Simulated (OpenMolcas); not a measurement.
## Lines of W4+: computed and rescaled rates

| Quantity | Value |
| --- | --- |
| Program | OpenMolcas |
| Method | SS-RASPT2, IPEA 0.25 Eh, imaginary shift 0.1 Eh (closed shells correlated: 5s) |
| Basis | ANO-RCC-VTZP [8s7p5d3f2g1h] |
| Scalar Hamiltonian | DKH2, point nucleus |
| Active space | 8 electrons in 8 orbitals (RAS1 5p, at most 2 holes; RAS2 5d) |
| State averaging | 2S+1 = 3 even, 10 roots; 2S+1 = 1 even, 15 roots |
| Spin-orbit coupling | RASSI with atomic mean-field integrals over the reference wave functions, term energies averaged over their components |

Rates come from the transition moments of the reference wave functions (E1 and E2 in the length form). At fixed line strength A goes as λ^-3 for E1 and M1 and as λ^-5 for E2, so a rate at the computed wavelength can be rescaled to the measured one. Measured vacuum wavelengths follow from level energies in the list in J. Phys. B 45, 065001 (2012). Branching counts decays inside the model space alone, at computed energies, and the table is only a selection of the E2 and M1 lines, drawn from those between levels with measured partners whose computed energy lies within a factor of 1.5 of the measured one.

```
         Upper           Lower  Type  λ computed (nm)  λ measured (nm)  A computed (s-1)  A rescaled (s-1)  Branching %
       5d2 1S0         5d2 3P1    M1            365.9            373.4          8.08e+01                           77.3
       5d2 1S0  5d2 1D2 [58 %]    E2            328.7            340.5          1.62e+01          1.36e+01         15.5
5d2 3P2 [67 %]  5d2 1D2 [58 %]    M1             1023             1127          9.28e+00                           59.6
5d2 1D2 [58 %]         5d2 3F2    M1              693            727.7          7.09e+00                           82.2
       5d2 1S0         5d2 3F2    E2            222.9              232          5.16e+00                            4.9
       5d2 1G4         5d2 3F4    M1            879.9            923.7          4.37e+00                           30.7
5d2 3P2 [67 %]         5d2 3P1    M1             1497             1591          2.70e+00          2.25e+00         17.3
       5d2 1S0  5d2 3P2 [67 %]    E2            484.3            487.9          2.32e+00                            2.2
       5d2 3P1         5d2 3P0    M1             2525             2864          1.04e+00          7.13e-01         46.9
       5d2 3P1         5d2 3F2    M1            570.5            612.3          7.22e-01                           32.5
       5d2 3P0         5d2 3F2    E2            737.1            778.9          2.91e-01          2.21e-01        100.0
       5d2 3P1  5d2 1D2 [58 %]    M1             3228             3862          2.19e-01                            9.9
5d2 3P2 [67 %]         5d2 3F2    M1            413.1            442.2          2.08e-01                            1.3
       5d2 3P1         5d2 3F2    E2            570.5            612.3          1.93e-01          1.36e-01          8.7
       5d2 1G4         5d2 3F2    E2            417.7            447.5          7.43e-02                            0.5
```

Spin-changing lines and M1 lines between different terms are not rescaled, since their strength hangs on the term gaps too.

The largest correction is for 5d2 3P1 → 5d2 3P0 (M1): 1.04e+00 × (2525 / 2864)^3 = 7.13e-01 s-1, a factor of 0.69.

The computed rate and branching of 5d2 3P0 → 5d2 3F2 give the upper level a radiative lifetime of 1.000 / 2.91e-01 s-1 = 3.44e+00 s, counting decays inside the model space alone. The rescaled rate gives about 4.5e+00 s.

These are rates of the free ion; in crystals, glasses and complexes forced electric-dipole and non-radiative decay shorten such lifetimes by orders of magnitude. No measured rate stands beside these. Rescaling mends the energy factor alone: line strengths can still be far off where a level mixes with configurations outside the active space, and weak or spin-changing lines hang on small mixing coefficients that depend on the term gaps too, so rescaling need not improve them.

Term energies are means over components that CASPT2 splits; among the terms shown or strongly mixed into the levels shown the widest spread is 330 cm-1 (5d2 1G). Active for correlation alone: 5p; no level in the range computed is led by a configuration that opens it, so any true level of that kind is missing. Measured partners are found by configuration, term and J. A level has none where our copy of the source lacks it or the pairing is in doubt (some pairs that miss far off the trend of their configuration count as doubtful). Only configurations of the active space appear.

A share in square brackets marks a mixed level and gives the weight of the term that names it.
